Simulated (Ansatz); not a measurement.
Calculated with Ansatz (gas phase, PBE0-D4/def2-TZVP geometries, no zero-point term in ΔE). CCSD(T)/CBS adds triple-zeta CCSD(T) − MP2 to the extrapolated MP2 energy (def2 sets, frozen cores). This one scheme is used for every species. DFT in def2-TZVPP. One conformer a species, not always the lowest.

Reaction (cleavage of the Si–Al bond): `[NH2][Al]([NH2])[SiH2][SiH3]` + `[NH2][AlH][OH]` → `[NH2][AlH][O][SiH2][SiH3]` + `[NH2][AlH][NH2]`

`[NH2][Al]([NH2])[SiH2][SiH3]`:

Z-matrix (Å, degrees):
```
Si
Si 1 2.338
Al 1 2.441 2 109.5
H 1 1.493 2 108.4 3 123.4
H 1 1.494 2 107.4 3 -121.5
H 2 1.489 1 110.1 3 -62.2
H 2 1.491 1 109.4 3 55.9
H 2 1.489 1 113.2 3 176.4
N 3 1.770 1 117.9 2 -37.1
N 3 1.769 1 121.6 2 141.6
H 9 1.007 3 126.6 1 -179.5
H 9 1.007 3 123.4 1 0.0
H 10 1.007 3 123.5 1 1.3
H 10 1.007 3 126.4 1 -179.0
```

`[NH2][AlH][OH]`:

```xyz
7

N    -1.160   -0.057    0.662
Al    0.502   -0.081    0.081
O     0.753    0.356   -1.540
H    -1.962    0.194    0.108
H    -1.437   -0.294    1.599
H     1.688   -0.491    1.040
H     1.616    0.374   -1.949
```

`[NH2][AlH][O][SiH2][SiH3]`:

Z-matrix (Å, degrees):
```
Si
Si 1 2.349
O 1 1.627 2 110.6
H 1 1.490 2 109.4 3 -121.3
H 1 1.491 2 109.1 3 121.3
H 2 1.489 1 111.5 3 -175.1
H 2 1.492 1 110.0 3 -55.2
H 2 1.490 1 111.1 3 63.7
Al 3 1.690 1 154.8 2 16.6
N 9 1.761 3 118.5 1 3.7
H 9 1.571 3 120.0 1 -176.1
H 10 1.007 9 125.5 3 1.5
H 10 1.007 9 124.1 3 -178.9
```

`[NH2][AlH][NH2]`:

Z-matrix (Å, degrees):
```
N
Al 1 1.769
H 1 1.007 2 123.5
H 1 1.006 2 126.5 3 180.0
N 2 1.769 1 120.4 3 -180.0
H 2 1.580 1 119.8 3 0.0
H 5 1.006 2 126.5 1 0.0
H 5 1.007 2 123.5 1 -180.0
```

| level | ΔE (kJ/mol) |
| --- | --- |
| r2SCAN-D4 | -81.0 |
| ωB97X-V | -87.3 |

Q: What does CCSD(T)/CBS give? (Estimate.)

A: Computed: -85.6 kJ/mol. The listed levels differ from it by 4.6, -1.7 kJ/mol.

Largest T1 diagnostic among the species: 0.012.

From PBE to PBE0 (25 % exact exchange), in def2-TZVPP and without D4, ΔE moves by −7.7 kJ/mol. In def2-TZVPP, CCSD(T) changes the Hartree–Fock value by +30.4 kJ/mol (the triples alone add +4.2 kJ/mol) and MP2 by +25.0 kJ/mol.
